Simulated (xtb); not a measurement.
Input for xtb: GFN2-xTB on GeH4N2 (SMILES [NH2][Ge][NH2]), a point of a torsion scan.

```
$ xtb mol.xyz --gfn 2 --sp --chrg 0 --uhf 0
7

N      1.28781432     0.07417838    -0.20936748
Ge     0.39212834     0.00871862     1.38725443
N     -1.03015934    -0.92118657     0.74482787
H      1.22668822    -0.62512237    -0.93379952
H      2.19501411     0.51288439    -0.26232374
H     -1.15600989    -1.24805940    -0.20067946
H     -1.82071263    -1.19192331     1.30719316
```

The log:

```
[...]
           -------------------------------------------------
          |                Calculation Setup                |
           -------------------------------------------------



           -------------------------------------------------
          |                 G F N 2 - x T B                 |
           -------------------------------------------------

        Reference                      10.1021/acs.jctc.8b01176
      * Hamiltonian:
        H0-scaling (s, p, d)           1.850000    2.230000    2.230000
        zeta-weighting                 0.500000
      * Dispersion:
        s8                             2.700000
        a1                             0.520000
        a2                             5.000000
        s9                             5.000000
      * Repulsion:
        kExp                           1.500000    1.000000
        rExp                           1.000000
      * Coulomb:
        alpha                          2.000000
        third order                    shell-resolved
        anisotropic                    true
        a3                             3.000000
        a5                             4.000000
        cn-shift                       1.200000
        cn-exp                         4.000000
        max-rad                        5.000000


          ...................................................
          :                      SETUP                      :
          :.................................................:
          :  # basis functions                  22          :
          :  # atomic orbitals                  21          :
          :  # shells                           11          :
          :  # electrons                        18          :
          :  max. iterations                   250          :
          :  Hamiltonian                  GFN2-xTB          :
          :  restarted?                      false          :
          :  GBSA solvation                  false          :
          :  PC potential                    false          :
          :  electronic temp.          300.0000000     K    :
          :  accuracy                    1.0000000          :
          :  -> integral cutoff          0.2500000E+02      :
          :  -> integral neglect         0.1000000E-07      :
          :  -> SCF convergence          0.1000000E-05 Eh   :
          :  -> wf. convergence          0.1000000E-03 e    :
          :  Broyden damping             0.4000000          :
          :  net charge                          0          :
          :  unpaired electrons                  0          :
          ...................................................

 iter      E             dE          RMSdq      gap      omega  full diag
   1     -8.4472100 -0.844721E+01  0.150E+01    1.42       0.0  T
   2     -9.2325957 -0.785386E+00  0.174E+01    4.64       1.0  T
   3     -9.7428735 -0.510278E+00  0.824E+00    5.23       1.0  T
   4     -9.7756705 -0.327971E-01  0.753E+00    5.22       1.0  T
   5     -9.9140260 -0.138355E+00  0.299E+00    4.81       1.0  T
   6     -9.9283022 -0.142763E-01  0.452E-01    4.07       1.0  T
   7     -9.9300425 -0.174026E-02  0.217E-01    4.22       1.0  T
   8     -9.9300814 -0.388827E-04  0.571E-02    4.24       1.0  T
   9     -9.9300680  0.133260E-04  0.602E-02    4.28       1.0  T
  10     -9.9300908 -0.227089E-04  0.156E-02    4.26       2.4  T
  11     -9.9300922 -0.141213E-05  0.296E-03    4.26      12.8  T
  12     -9.9300922 -0.470805E-07  0.370E-04    4.26     102.3  T
  13     -9.9300922 -0.213445E-09  0.147E-04    4.26     257.8  T

   *** convergence criteria satisfied after 13 iterations ***

         #    Occupation            Energy/Eh            Energy/eV
      -------------------------------------------------------------
         1        2.0000           -0.6031771             -16.4133
       ...           ...                  ...                  ...
         3        2.0000           -0.5554878             -15.1156
         4        2.0000           -0.4943187             -13.4511
         5        2.0000           -0.4824221             -13.1274
         6        2.0000           -0.4321468             -11.7593
         7        2.0000           -0.3865242             -10.5179
         8        2.0000           -0.3718550             -10.1187
         9        2.0000           -0.3531653              -9.6101 (HOMO)
        10                         -0.1967511              -5.3539 (LUMO)
        11                         -0.0988763              -2.6906
        12                         -0.0509941              -1.3876
        13                          0.0675289               1.8376
        14                          0.0906625               2.4671
       ...                                ...                  ...
        21                          0.7836127              21.3232
      -------------------------------------------------------------
                  HL-Gap            0.1564142 Eh            4.2562 eV
             Fermi-level           -0.2749582 Eh           -7.4820 eV

 SCC (total)                   0 d,  0 h,  0 min,  0.004 sec
 SCC setup                      ...        0 min,  0.000 sec (  1.747%)
 Dispersion                     ...        0 min,  0.000 sec (  0.792%)
 classical contributions        ...        0 min,  0.000 sec (  0.497%)
 integral evaluation            ...        0 min,  0.000 sec ( 12.951%)
 iterations                     ...        0 min,  0.002 sec ( 57.837%)
 molecular gradient             ...        0 min,  0.001 sec ( 24.181%)
 printout                       ...        0 min,  0.000 sec (  1.757%)

         :::::::::::::::::::::::::::::::::::::::::::::::::::::
         ::                     SUMMARY                     ::
         :::::::::::::::::::::::::::::::::::::::::::::::::::::
         :: total energy              -9.840123217664 Eh    ::
         :: gradient norm              0.005297663262 Eh/a0 ::
         :: HOMO-LUMO gap              4.256246544831 eV    ::
         ::.................................................::
         :: SCC energy                -9.930092155818 Eh    ::
         :: -> isotropic ES            0.017885036831 Eh    ::
         :: -> anisotropic ES          0.002909391474 Eh    ::
         :: -> anisotropic XC          0.003540641288 Eh    ::
         :: -> dispersion             -0.002947486399 Eh    ::
         :: repulsion energy           0.089968938154 Eh    ::
         :: add. restraining           0.000000000000 Eh    ::
         :: total charge              -0.000000000000 e     ::
         :::::::::::::::::::::::::::::::::::::::::::::::::::::

           -------------------------------------------------
          |                Property Printout                |
           -------------------------------------------------

    * Orbital Energies and Occupations

         #    Occupation            Energy/Eh            Energy/eV
      -------------------------------------------------------------
         1        2.0000           -0.6031771             -16.4133
         2        2.0000           -0.5654602             -15.3870
         3        2.0000           -0.5554878             -15.1156
         4        2.0000           -0.4943187             -13.4511
         5        2.0000           -0.4824221             -13.1274
         6        2.0000           -0.4321468             -11.7593
         7        2.0000           -0.3865242             -10.5179
         8        2.0000           -0.3718550             -10.1187
         9        2.0000           -0.3531653              -9.6101 (HOMO)
        10                         -0.1967511              -5.3539 (LUMO)
        11                         -0.0988763              -2.6906
Note: The following floating-point exceptions are signalling: IEEE_UNDERFLOW_FLAG IEEE_DENORMAL
normal termination of xtb
        12                         -0.0509941              -1.3876
        13                          0.0675289               1.8376
        14                          0.0906625               2.4671
        15                          0.0940179               2.5584
        16                          0.1506613               4.0997
        17                          0.1665579               4.5323
        18                          0.2523919               6.8679
        19                          0.2859909               7.7822
        20                          0.4916961              13.3797
        21                          0.7836127              21.3232
      -------------------------------------------------------------
                  HL-Gap            0.1564142 Eh            4.2562 eV
             Fermi-level           -0.2749582 Eh           -7.4820 eV

     #   Z          covCN         q      C6AA      α(0)
     1   7 N        2.552    -0.412    30.739     8.234
     2  32 Ge       1.665     0.247   251.222    33.150
     3   7 N        2.553    -0.406    30.564     8.211
     4   1 H        0.860     0.147     1.423     1.869
     5   1 H        0.860     0.136     1.499     1.918
     6   1 H        0.860     0.150     1.404     1.856
     7   1 H        0.860     0.139     1.481     1.906

 Mol. C6AA /au·bohr⁶  :        981.902041
 Mol. C8AA /au·bohr⁸  :      47709.379685
 Mol. α(0) /au        :         57.142420


Wiberg/Mayer (AO) data.
largest (>0.10) Wiberg bond orders for each atom

 ---------------------------------------------------------------------------
     #   Z sym  total        # sym  WBO       # sym  WBO       # sym  WBO
 ---------------------------------------------------------------------------
     1   7 N    3.213 --     2 Ge   1.265     5 H    0.962     4 H    0.949
     2  32 Ge   2.635 --     3 N    1.291     1 N    1.265
     3   7 N    3.237 --     2 Ge   1.291     7 H    0.961     6 H    0.949
     4   1 H    0.978 --     1 N    0.949
     5   1 H    0.981 --     1 N    0.962
     6   1 H    0.978 --     3 N    0.949
     7   1 H    0.981 --     3 N    0.961
 ---------------------------------------------------------------------------

Topologies differ in total number of bonds
Writing topology from bond orders to xtbtopo.mol

molecular dipole:
                 x           y           z       tot (Debye)
 q only:        0.071      -0.054       0.198
   full:        0.074      -0.284      -0.075       0.770
molecular quadrupole (traceless):
                xx          xy          yy          xz          yz          zz
 q only:        0.235       0.717      -1.284       0.080       0.946       1.049
  q+dip:        1.866       1.570      -1.689      -0.907       1.167      -0.177
   full:        2.069       1.119      -0.877      -1.124       0.691      -1.192


           -------------------------------------------------
          | TOTAL ENERGY               -9.840123217664 Eh   |
          | GRADIENT NORM               0.005297663262 Eh/α |
          | HOMO-LUMO GAP               4.256246544831 eV   |
           -------------------------------------------------

------------------------------------------------------------------------
------------------------------------------------------------------------
 total:
 SCF:
```

The run finished.

Cost: roughly 0.020 core-seconds.
